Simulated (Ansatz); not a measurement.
Relaxation of H5NS2Si2 (10 atoms, charge 0, multiplicity 1), to a largest force component of 0.015 eV/Å in at most 40 steps.

Level of theory: RKS PBE0/6-31G in Ansatz 0.2.0.

```xyz
10
Properties=species:S:1:pos:R:3
S -0.892 2.077 1.054
S 0.437 0.841 1.863
Si -0.159 -0.999 0.865
N 0.966 -1.235 -0.336
Si 0.795 -0.546 -1.784
H -1.988 1.889 1.843
H -1.536 -0.988 0.510
H 1.888 -1.238 -0.004
H 1.084 0.927 -1.607
H -0.512 -0.780 -2.401
```

Question: Where does it end, and by what steps?

Answer: The forces met the threshold. The force dipped under the threshold on the way, but the program's further checks kept it going. Limits of this set-up: no polarisation functions. After 35 steps the energy has fallen by 4.465 eV; H7 moved furthest, 1.89 Å. Parted: Si3–H7. Joined: Si5–H7.

| step | energy less start (eV) | largest force component (eV/Å) | accepted |
| --- | --- | --- | --- |
| 0 | 0.0000 | 4.888 | yes |
| 2 | -2.1563 | 1.251 | yes |
| 4 | -2.3897 | 0.926 | yes |
| 6 | -2.5869 | 0.610 | yes |
| 8 | -3.0636 | 0.824 | yes |
| 10 | -3.2454 | 1.334 | yes |
| 12 | -3.3876 | 0.693 | yes |
| 14 | -3.7378 | 1.065 | yes |
| 16 | -4.1035 | 0.963 | yes |
| 18 | -4.2969 | 0.301 | yes |
| 20 | -4.3674 | 0.153 | yes |
| 22 | -4.4183 | 0.448 | yes |
| 24 | -4.4615 | 0.074 | yes |
| 26 | -4.4637 | 0.019 | yes |
| 28 | -4.4645 | 0.031 | yes |
| 30 | -4.4647 | 0.016 | yes |
| 32 | -4.4651 | 0.024 | yes |
| 34 | -4.4652 | 0.025 | yes |
| 35 | -4.4653 | 0.011 | yes |

```xyz
10
Properties=species:S:1:pos:R:3
S -0.885 2.131 1.080
S 0.511 0.990 2.434
Si 1.260 -1.009 1.684
N 0.758 -1.231 0.009
Si -0.003 -0.283 -1.342
H -2.050 1.716 1.687
H -1.488 -0.164 -1.191
H 1.045 -2.154 -0.317
H 0.640 1.060 -1.473
H 0.294 -1.107 -2.567
```

Time of the run: 3.2 min on 1 thread of Arm Neoverse V1 (shared host), peak memory 0.17 GiB.
